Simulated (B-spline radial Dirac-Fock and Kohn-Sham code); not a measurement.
# Muonic isotope shifts in magnesium

Model: the Dirac equation of a negative muon with reduced mass in the field of a spherical finite nucleus, with the Uehling potential to all orders; nuclear polarisation, deformation, hyperfine structure, self-energy, higher-order vacuum polarisation, relativistic recoil and electron screening are left out. Program: a B-spline atomic structure program. Nuclear charge: Fermi distribution (skin thickness 2.3 fm); radii from Angeli and Marinova (2013). Reference ²⁷Mg, radius 3.0324 fm: 2p3/2 → 1s1/2 296.9 keV, 3d5/2 → 2p3/2 56.24 keV.

```
 A  radius (fm)  δ⟨r²⟩ (fm²)  shift 2p3/2 → 1s (keV)  shift 3d5/2 → 2p3/2 (keV)
21       3.0626       +0.184                   -0.49                      -0.07
22       3.0688       +0.222                   -0.45                      -0.05
23       3.0425       +0.061                   -0.26                      -0.04
24        3.057       +0.150                   -0.27                      -0.03
25       3.0284       -0.024                   -0.08                      -0.02
26       3.0337       +0.008                   -0.05                      -0.01
28       3.0691       +0.224                   -0.14                      +0.01
29       3.0756       +0.264                   -0.13                      +0.02
30       3.1107       +0.481                   -0.27                      +0.02
31       3.1486       +0.718                   -0.43                      +0.03
32       3.1861       +0.956                   -0.58                      +0.04
```

Values without a named source are computed, but for edge energies of neutral atoms, which are taken from tables.
